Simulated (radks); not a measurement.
Species: Br III. Configuration: [Ar] 3d10 4s2 4p3 (the NIST ground configuration).

Calculated with a radial shooting solver on a logarithmic mesh with Libxc functionals: non-relativistic Kohn-Sham, LDA (Slater exchange, Perdew-Wang correlation), spin-unpolarised, spherical densities, point nucleus.

Energy parts (eV):
total: -69914.106
kinetic: 69854.570
electron-nucleus: -166488.373
Hartree: 29085.480
exchange-correlation: -2365.783

Orbitals (lengths in bohr, moments of r in powers of bohr; r(max) is where P^2 peaks):
| orbital | occ. | eigenvalue (eV) | r(max) | <1/r> |
|---|---|---|---|---|
| 1s | 2 | -13090.97 | 0.02889 | 34.45 |
| 2s | 2 | -1703.464 | 0.1633 | 7.635 |
| 2p | 6 | -1539.364 | 0.1291 | 7.622 |
| 3s | 2 | -252.8776 | 0.4943 | 2.522 |
| 3p | 6 | -195.4487 | 0.4853 | 2.413 |
| 3d | 10 | -92.6337 | 0.4287 | 2.161 |
| 4s | 2 | -41.1800 | 1.409 | 0.8229 |
| 4p | 3 | -28.3959 | 1.583 | 0.7071 |

The highest occupied level is 4p at -28.396 eV. For comparison, the ionisation energy in NIST's Atomic Spectra Database is 34.87 eV (measured). In exact Kohn-Sham theory the highest level is minus the ionisation energy, but local and semilocal functionals leave it too shallow, through self-interaction and a potential that decays too fast; potentials with the right tail come closer. Virial ratio -V/T = 2.00085. Summed over all electrons, <r^2> = 25.32 bohr^2, which gives a Langevin (diamagnetic) susceptibility term of -20.1 x 10^-6 cm^3/mol. The electron density at the nucleus is 2.95e+04 e/bohr^3.

Beside tabulated values, note that spin-unpolarised runs miss the spin-polarisation part of the exchange energy of open shells.
